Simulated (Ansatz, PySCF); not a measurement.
Potential energy curve for SMILES BN (H4BN). The N1–B4 bond (N1 also carries H, H; B4 carries H, H) is stretched with both fragments frozen at the PBE0/def2-TZVP optimised geometry.

Levels of theory: UHF/STO-3G = unrestricted Hartree-Fock/STO-3G (PySCF); CASSCF(2,2)/cc-pVDZ (PySCF); UKS-PBE = unrestricted PBE/cc-pVDZ (Ansatz, a program for electronic structure).

Energies are in kcal/mol, each relative to the lowest point of its own curve near equilibrium.

| R / Å | UHF/STO-3G | CASSCF(2,2) | UKS-PBE |
|---|---|---|---|
| 1.12 | 69.1 | 66.2 | 64.9 |
| 1.19 | 31.3 | 31.3 | 31.0 |
| 1.23 | 17.7 | 18.5 | 18.4 |
| 1.31 | 2.9 | 3.9 | 4.1 |
| 1.33 | 1.3 | 2.1 | 2.3 |
| 1.38 | 0.0 | 0.0 | 0.0 |
| 1.42 | 1.3 | 0.4 | … |
| 1.48 | … | … | 2.9 |
| 1.54 | … | 9.0 | 7.8 |
| 1.62 | … | 18.5 | 16.7 |
| 1.70 | 43.1 | 29.5 | 27.1 |
| 1.88 | … | 55.3 | 52.5 |
| 2.09 | — | 84.1 | 81.3 |
| 2.26 | — | 104.5 | 102.1 |
| 2.50 | — | 127.8 | 126.8 |
| 2.74 | — | — | 145.1 |
| 3.03 | — | — | 155.7 |
| 3.35 | — | — | 155.2 |
| 3.76 | — | — | 154.9 |
| 4.11 | — | — | 154.9 |
| 4.83 | — | — | 155.1 |

**Question.** Some entries are withheld; supply them.

**Answer.** 
- 1.42, UKS-PBE: 0.2
- 1.48, UHF/STO-3G: 6.4
- 1.48, CASSCF(2,2): 3.5
- 1.54, UHF/STO-3G: 14.2
- 1.62, UHF/STO-3G: 27.6
- 1.88, UHF/STO-3G: 81.9

A dash means that the run gave no value there, or that the column was ended at a point which the program doubted or which failed a test of continuity chosen for this set; such a test can also cut sound points.

The unrestricted determinant behind UHF/STO-3G is spin-contaminated at 2.09 to 4.83 Å (<S²> up to 1.0, against 0.00 for a pure singlet). The unrestricted solution behind UKS-PBE changes between 2.74 and 3.03 Å, which can leave a kink. The unrestricted determinant behind UKS-PBE is spin-contaminated at 2.50 to 4.83 Å (<S²> up to 1.0, against 0.00 for a pure singlet).
